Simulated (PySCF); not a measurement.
A calculated (UHF, PySCF 2.14, x2c-SVPall, scalar relativity by spin-free X2C-1e) atom or ion has these occupied shells.

```json
{"shell": "1s α", "electrons": "1", "orbital energy (eV)": "-13554.3", "rms radius, mean of both spins (bohr)": "0.0493"}
{"shell": "1s β", "electrons": "1", "orbital energy (eV)": "-13554.2", "rms radius, mean of both spins (bohr)": "0.0493"}
{"shell": "2s α", "electrons": "1", "orbital energy (eV)": "-1824.9", "rms radius, mean of both spins (bohr)": "0.205"}
{"shell": "2s β", "electrons": "1", "orbital energy (eV)": "-1824.9", "rms radius, mean of both spins (bohr)": "0.205"}
{"shell": "2p α", "electrons": "3", "orbital energy (eV)": "-1604.9", "rms radius, mean of both spins (bohr)": "0.183"}
{"shell": "2p β", "electrons": "3", "orbital energy (eV)": "-1604.8", "rms radius, mean of both spins (bohr)": "0.183"}
{"shell": "3s α", "electrons": "1", "orbital energy (eV)": "-277.25", "rms radius, mean of both spins (bohr)": "0.588"}
{"shell": "3s β", "electrons": "1", "orbital energy (eV)": "-277.03", "rms radius, mean of both spins (bohr)": "0.588"}
{"shell": "3p α", "electrons": "3", "orbital energy (eV)": "-205.34", "rms radius, mean of both spins (bohr)": "0.607"}
{"shell": "3p β", "electrons": "3", "orbital energy (eV)": "-205.04", "rms radius, mean of both spins (bohr)": "0.607"}
{"shell": "3d α", "electrons": "5", "orbital energy (eV)": "-85.704", "rms radius, mean of both spins (bohr)": "0.652"}
{"shell": "3d β", "electrons": "5", "orbital energy (eV)": "-85.552", "rms radius, mean of both spins (bohr)": "0.652"}
{"shell": "4s α", "electrons": "1", "orbital energy (eV)": "-29.050", "rms radius, mean of both spins (bohr)": "1.84"}
{"shell": "4s β", "electrons": "1", "orbital energy (eV)": "-26.167", "rms radius, mean of both spins (bohr)": "1.84"}
{"shell": "4p α", "electrons": "3", "orbital energy (eV)": "-12.783", "rms radius, mean of both spins (bohr)": "2.25"}
{"shell": "4p β", "electrons": "2", "orbital energy (eV)": "-11.584", "rms radius, mean of both spins (bohr)": "2.25"}
```

Name the element and its charge.

Br (bromine, neutral), in [Ar] 3d10 4s2 4p5, 2P determinant.
